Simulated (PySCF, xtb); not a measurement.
CH₅Si, SMILES [SiH2]C (connectivity only; charge and spin as stated), charge +1, multiplicity 1.

GFN2-xTB run with xtb at its own geometry gives an orbital gap of 4.17 eV.

The structure is a stationary point at B3LYP-D3(BJ)/def2-TZVP. The spin state was assumed, not searched. The isomer is the one that the SMILES or the coordinates give; other isomers of the formula were not compared.

Q: What does PBE/def2-TZVPD run with PySCF give? (The exact figures need the calculation; the answer reports its results.)

A: gap 4.84 eV (levels -14.93 and -10.10 eV).
